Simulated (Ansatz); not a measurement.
Relaxation of CH5AlF2O (10 atoms, charge 0, multiplicity 1), to a largest force component of 0.03 eV/Å in at most 50 steps.

Computed with Ansatz 0.2.0, RKS B3LYP/def2-SVP.

```xyz
10
Properties=species:S:1:pos:R:3
Al -0.502 -1.554 0.476
C 0.898 1.255 -0.417
F -0.435 -2.333 -0.984
F 0.557 -1.990 1.661
H -0.058 0.935 -0.006
O -1.764 -0.327 0.823
H 1.229 2.153 0.122
H 1.666 0.472 -0.303
H 0.779 1.483 -1.486
H -2.371 -0.095 0.113
```

Where does it end, and by what steps?

The forces met the threshold. After 11 steps the energy has fallen by 0.256 eV; F3 moved furthest, 0.70 Å.

| step | energy less start (eV) | largest force component (eV/Å) | accepted |
| --- | --- | --- | --- |
| 0 | 0.0000 | 1.649 | yes |
| 1 | -0.0939 | 1.425 | yes |
| 2 | -0.1312 | 1.190 | yes |
| 3 | -0.1679 | 1.038 | yes |
| 4 | -0.1962 | 0.882 | yes |
| 5 | -0.2244 | 0.692 | yes |
| 6 | -0.2428 | 0.282 | yes |
| 7 | -0.2499 | 0.144 | yes |
| 8 | -0.2527 | 0.098 | yes |
| 9 | -0.2531 | 0.136 | yes |
| 10 | -0.2536 | 0.149 | yes |
| 11 | -0.2560 | 0.022 | yes |

```xyz
10
Properties=species:S:1:pos:R:3
Al -0.416 -1.159 0.317
C 0.890 1.053 -0.365
F -0.302 -1.699 -1.250
F 0.756 -1.625 1.397
H -0.190 1.077 -0.130
O -1.855 -0.498 0.917
H 1.295 2.019 -0.033
H 1.433 0.274 0.196
H 1.038 0.917 -1.443
H -2.649 -0.358 0.393
```

Whether the end is a true minimum wasn't checked by a vibrational analysis.

The run took 13 s on 2 threads of AMD EPYC 9R45 96-Core Processor (Zen 5), on a shared host, peak memory 0.22 GiB.
